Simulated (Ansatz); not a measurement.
`[F][AlH][SeH]` + `CC/C=C(\F)Cl` → `C[CH2][AlH][SeH]` + `F/C=C(\F)Cl`  (formal exchange of groups at the Al–F bond)

Isolated molecules relaxed with PBE0-D4/def2-TZVP in Ansatz; ΔE leaves out vibrations. CCSD(T)/CBS is the MP2 limit (def2-TZVPP, def2-QZVPP) plus CCSD(T) − MP2 in def2-TZVPP, frozen cores. Double bonds are as drawn, so ΔE can hold a change between cis and trans. DFT in def2-TZVPP. B3LYP here is the variant with VWN-RPA as its local correlation; programs differ in this. For Se outer-core shells are correlated without core-valence functions, which leaves a few kJ/mol of doubt a bond. Scalar relativity is left out up to krypton. Each species was taken in one conformer, which may not be the lowest.

```json
{"level": "PBE-D4", "ΔE (kJ/mol)": "248.5", "difference from CCSD(T)/CBS": "-27.3"}
{"level": "r2SCAN-D4", "ΔE (kJ/mol)": "263.2", "difference from CCSD(T)/CBS": "-12.6"}
{"level": "PBE0-D4", "ΔE (kJ/mol)": "256.5", "difference from CCSD(T)/CBS": "-19.3"}
{"level": "B3LYP-D4", "ΔE (kJ/mol)": "262.7", "difference from CCSD(T)/CBS": "-13.1"}
{"level": "ωB97X-V", "ΔE (kJ/mol)": "263.0", "difference from CCSD(T)/CBS": "-12.8"}
{"level": "ωB97M-V", "ΔE (kJ/mol)": "263.3", "difference from CCSD(T)/CBS": "-12.5"}
{"level": "B2PLYP", "ΔE (kJ/mol)": "272.7", "difference from CCSD(T)/CBS": "-3.1"}
{"level": "PBE", "ΔE (kJ/mol)": "249.3", "difference from CCSD(T)/CBS": "-26.5"}
{"level": "r2SCAN", "ΔE (kJ/mol)": "263.3", "difference from CCSD(T)/CBS": "-12.5"}
{"level": "PBE0", "ΔE (kJ/mol)": "257.4", "difference from CCSD(T)/CBS": "-18.4"}
{"level": "B3LYP", "ΔE (kJ/mol)": "264.2", "difference from CCSD(T)/CBS": "-11.6"}
{"level": "HF/def2-TZVPP", "ΔE (kJ/mol)": "278.1", "difference from CCSD(T)/CBS": "2.3"}
{"level": "MP2/def2-TZVPP", "ΔE (kJ/mol)": "284.3", "difference from CCSD(T)/CBS": "8.5"}
{"level": "SCS-MP2/def2-TZVPP", "ΔE (kJ/mol)": "280.5", "difference from CCSD(T)/CBS": "4.7"}
{"level": "CCSD/def2-TZVPP", "ΔE (kJ/mol)": "273.9", "difference from CCSD(T)/CBS": "-1.9"}
{"level": "CCSD(T)/def2-TZVPP", "ΔE (kJ/mol)": "271.7", "difference from CCSD(T)/CBS": "-4.1"}
{"level": "HF/def2-QZVPP", "ΔE (kJ/mol)": "280.1", "difference from CCSD(T)/CBS": "4.3"}
{"level": "MP2/def2-QZVPP", "ΔE (kJ/mol)": "287.3", "difference from CCSD(T)/CBS": "11.5"}
{"level": "SCS-MP2/def2-QZVPP", "ΔE (kJ/mol)": "283.7", "difference from CCSD(T)/CBS": "7.9"}
{"level": "HF/CBS(def2)", "ΔE (kJ/mol)": "280.3", "difference from CCSD(T)/CBS": "4.5"}
{"level": "MP2/CBS(def2)", "ΔE (kJ/mol)": "288.4", "difference from CCSD(T)/CBS": "12.6"}
{"level": "CCSD/CBS(def2)", "ΔE (kJ/mol)": "278.0", "difference from CCSD(T)/CBS": "2.2"}
{"level": "CCSD(T)/CBS", "ΔE (kJ/mol)": "275.8", "difference from CCSD(T)/CBS": "0"}
```

Largest T1 diagnostic among the species: 0.012.

From PBE to PBE0 (25 % exact exchange), in def2-TZVPP and without D4, ΔE moves by +8.0 kJ/mol.
